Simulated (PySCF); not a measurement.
# A ladder of Hamiltonians for Gd⁴⁶⁺ (gadolinium, charge +46)

Occupied: 1s1/2, 2s1/2, 2p1/2, 2p3/2, 3s1/2, 3p1/2, 3p3/2. Hartree-Fock calculated with PySCF 2.14 in an even-tempered Gaussian basis (17 s from 4.9 bohr⁻², ratio 2.7; 14 p from 5.9 bohr⁻², ratio 2.7), Gaussian nucleus throughout. NR is non-relativistic, sf-X2C the spin-free one-electron X2C Hamiltonian, X2C adds the bare one-electron spin-orbit term, X2C-SNSO screens it by Boettger's factors, DC is four-component Dirac-Coulomb, and the Gaunt and Breit terms are added at first order (total energies over the DC spinors, levels after relaxing the spinors in that mean field). QED terms are absent. Levels marked empty are virtual spinors of this ion; the basis has s and p functions only, so 3d, which can lie below the n = 4 levels, is absent.

| Hamiltonian | E (hartree) | E − E(DC) (hartree) | CPU seconds |
| --- | --- | --- | --- |
| NR | -8916.1801 | 444.1108 | 0.36 |
| sf-X2C | -9349.6061 | 10.6848 | 0.27 |
| X2C | -9357.2764 | 3.0145 | 0.27 |
| X2C-SNSO | -9356.7789 | 3.5120 | 0.27 |
| DC | -9360.2909 | 0.0000 | 12 |
| DC+Gaunt | -9349.9722 | 10.3188 | 19 |
| DC+Breit | -9350.9785 | 9.3124 | 54 |

Task: Give the 2p spin-orbit interval with each Hamiltonian that has one.

Result: X2C 737.8; X2C-SNSO 712.9; DC 710.6; DC+Gaunt 702.3; DC+Breit 702.3 (eV).

```tsv
level (eV)	NR	sf-X2C	X2C	X2C-SNSO	DC	DC+Gaunt	DC+Breit
1s1/2	-50443.5	-53426.2	-53416.9	-53417.5	-53472.8	-53317.2	-53328.8
2s1/2	-10482.9	-11295.0	-11292.2	-11292.4	-11299.5	-11282.9	-11284.2
2p1/2	-10122.7	-10374.0	-10891.6	-10873.3	-10876.7	-10849.6	-10852.3
2p3/2	-10122.7	-10374.0	-10153.8	-10160.4	-10166.2	-10147.3	-10150.0
3s1/2	-4090.7	-4329.4	-4328.6	-4328.6	-4330.3	-4326.4	-4326.8
3p1/2	-3940.7	-4034.7	-4163.1	-4158.6	-4159.5	-4152.9	-4153.8
3p3/2	-3940.7	-4034.7	-3979.4	-3981.0	-3982.3	-3977.7	-3978.6
4s1/2 (empty)	-2074.9	-2163.8	-2163.6	-2163.7	-2164.2	-2162.8	-2163.0
4p1/2 (empty)	-2018.7	-2058.6	-2104.3	-2102.7	-2103.0	-2100.6	-2101.0
4p3/2 (empty)	-2018.7	-2058.6	-2038.9	-2039.5	-2039.9	-2038.3	-2038.6
```

Weight of the small component: 1s1/2 0.0569, 2s1/2 0.0128, 2p1/2 0.0128, 2p3/2 0.0119, 3s1/2 0.00475, 3p1/2 0.00466, 3p3/2 0.00444, 4s1/2 0.00215, 4p1/2 0.00218, 4p3/2 0.00207.

Koopmans' value for the highest occupied level at DC+Breit: 3978.6 eV, against an ionisation energy of 3980 ± 4 eV (theoretical estimate listed by NIST; NIST Atomic Spectra Database, ionization energies); the former lacks relaxation, correlation, QED and recoil.

The whole ladder took 89 s of wall time on 1 thread of Neoverse-V1 (shared host), launched as `OMP_NUM_THREADS=1 python relrun2.py TASK.json OUT` (a driver that calls PySCF for each Hamiltonian).

Dirac-Coulomb iterations, started from the X2C spinors:

```
with_ssss True, with_gaunt False, with_breit False
light speed = 137.03599967994
init E= -9317.0596613224
cycle= 1 E= -9360.28954526961  delta_E= -43.2  |g|= 2.16  |ddm|= 0.164
cycle= 2 E= -9360.29093420098  delta_E= -0.00139  |g|= 0.0366  |ddm|= 0.015
cycle= 3 E= -9360.29093709793  delta_E= -2.9e-06  |g|= 0.0016  |ddm|= 0.00107
cycle= 4 E= -9360.29093710411  delta_E= -6.18e-09  |g|= 7.82e-06  |ddm|= 4.5e-05
```
